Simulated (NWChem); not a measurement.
Polarisability of ammonium (H4N (+1))

SMILES: [NH4+]
```xyz
5

N      0.0000     0.0000     0.0000
H      0.8428     0.0000     0.5960
H     -0.8428     0.0000     0.5960
H      0.0000     0.8428    -0.5960
H      0.0000    -0.8428    -0.5960
```
Charge +1, spin multiplicity 1.

Everything below was run with NWChem. Structure: optimised with B3LYP/def2-SVP, a minimum by its harmonic frequencies.

Basis set: def2-SVPD. The field's frequency is 0.0428 Ha (1065 nm).

The correlated methods keep 1 core orbital frozen. B3LYP has NWChem's definition, with VWN1-RPA local correlation. Coupled-cluster values serve here as a point of comparison, not as the truth.

For the isotropic polarisability, HF gives 8.96 bohr³ and PBE gives 9.35 bohr³. What do BHandHLYP, B3LYP, CCSD linear response give?

BHandHLYP: 9.11 bohr³; B3LYP: 9.27 bohr³; CCSD linear response: 9.17 bohr³.
